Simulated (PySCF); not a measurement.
[Hf(OH)4], neutral singlet in the gas phase. 

Cartesian coordinates (Å):
```xyz
9

Hf    -0.2474    -0.1336     0.0403
O     -1.1023    -0.3864    -1.6785
H     -1.5223    -0.5140    -2.5270
O      0.9552     1.3810    -0.0537
H      1.5467     2.1298    -0.0982
O      0.7536    -1.7248     0.5036
H      1.2501    -2.5082     0.7328
O     -1.5962     0.1961     1.3897
H     -2.2640     0.3578     2.0536
```
Charge 0, spin multiplicity 1.

All levels are single points at this geometry (r2SCAN-D4/def2-SVP); Pople sets use spherical d functions. Orbital energies aren't observables, and empty levels follow the basis.

| level | HOMO (eV) | LUMO (eV) | gap (eV) | dipole (D) | vertical IE, Delta-SCF (eV) |
|---|---|---|---|---|---|
| B3LYP-D3(BJ)/def2-TZVP in PySCF | -8.14 | -0.21 | 7.93 | 0.00 | – |
| TPSSh-D3(BJ)/def2-TZVP in PySCF | -7.48 | -0.11 | 7.36 | 0.00 | – |
| B3LYP/6-311+G** (LANL2DZ on Hf) in PySCF | -8.31 | -0.34 | 7.98 | 0.00 | – |
| B3LYP/6-31G* (LANL2DZ on Hf) in PySCF | -7.76 | 0.48 | 8.24 | 0.00 | 10.04 |
| B3LYP/LANL2DZ in PySCF | -7.89 | 0.51 | 8.40 | 0.00 | – |
| BP86/6-31G* (LANL2DZ on Hf) in PySCF | -6.46 | 0.03 | 6.48 | 0.00 | – |
| M06-2X/6-31G* (LANL2DZ on Hf) in PySCF | -9.79 | 0.95 | 10.74 | 0.00 | – |
| PBE/6-31G* (LANL2DZ on Hf) in PySCF | -6.35 | -0.02 | 6.33 | 0.00 | – |
| HF/6-31G* (LANL2DZ on Hf) in PySCF | -12.51 | 2.34 | 14.85 | 0.00 | – |
